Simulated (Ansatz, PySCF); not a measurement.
Process, species as SMILES: C#C[SiH3] → [SiH3] (SiH3) + [C]#C (the C-Si bond at the site shown breaks; other sites are not compared here)
Each molecule is optimised on its own at B3LYP-D3(BJ)/def2-TZVP (Ansatz, a first-principles code). Frequencies are from Ansatz or PySCF. Markedly spin-contaminated UHF reference, which strains HF, MP2 and, less, CCSD(T): [C]#C. High T1 diagnostic, so coupled cluster is less sure: [C]#C.

Property: bond dissociation energy (enthalpy at 298 K, with B3LYP-D3(BJ) rigid-rotor harmonic-oscillator terms), in kcal/mol. Valence correlation only, unless marked. Open shells are spin-unrestricted. No spin-orbit coupling. No relativistic terms. Basis-set limits of correlation are two-point, X^-3; Hartree-Fock from the larger set.

```tsv
level	program	bond dissociation energy (kcal/mol)
revPBE-D4/def2-TZVPD	Ansatz + dftd4	122.1
r2SCAN0/def2-TZVPD	Ansatz	121.0
wB97X/def2-TZVPD	Ansatz	128.5
CCSD/cc-pV(T+d)Z	Ansatz	122.6
CCSD(T)/6-31G	Ansatz	104.8
CCSD(T) with core electrons (1s frozen past Ne)/cc-pwCVTZ	Ansatz	125.6
CCSD(T)/CBS(cc-pV(T+d)Z,cc-pV(Q+d)Z)	Ansatz	127.6
```
